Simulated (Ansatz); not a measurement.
Reaction (formal exchange of groups at a B–I bond): `CBI` + `[AlH3]` → `C[BH][AlH2]` + HI

Gas-phase electronic energies from Ansatz, PBE0-D4/def2-TZVP geometries. CCSD(T)/CBS adds triple-zeta CCSD(T) − MP2 to the extrapolated MP2 energy (def2 sets, frozen cores). This one scheme is used for every species. Functionals use def2-TZVPP. Elements past krypton have def2 core potentials. For I outer-core shells are correlated without core-valence functions, which leaves a few kJ/mol of doubt a bond.

CCSD(T)/CBS gives +116.1 kJ/mol.

Another level gave +112.9 kJ/mol. Which?
A. MP2/def2-TZVPP
B. revPBE-D4/def2-TZVPP
C. B97M-V/def2-TZVPP
D. r2SCAN/def2-TZVPP

D. r2SCAN 112.9, revPBE-D4 107.4, B97M-V 118.5, MP2/def2-TZVPP 128.1 kJ/mol.

What do rigid-rotor, harmonic-oscillator terms from PBE0-D4/def2-TZVP frequencies (298.15 K, 1 bar) make of the CCSD(T)/CBS value? (An estimate is asked.)

The calculation gave: ΔZPE = -3.3 kJ/mol, ΔH = +114.4 kJ/mol, ΔS = 1 J/(mol·K), ΔG = +114.0 kJ/mol.

Largest T1 diagnostic among the species: 0.011.

From BLYP to BHLYP (50 % exact exchange), in def2-TZVPP and without D4, ΔE moves by +5.5 kJ/mol. Leaving LDA and LC-ωPBE aside and taking each functional with its dispersion term where it has one, the values, not all of them listed here, spread over 11.9 kJ/mol, from PBE-D4 to B97M-V. At CCSD(T), def2-SVP lies −3.9 kJ/mol from the extrapolated value and def2-TZVPP −2.7 kJ/mol.
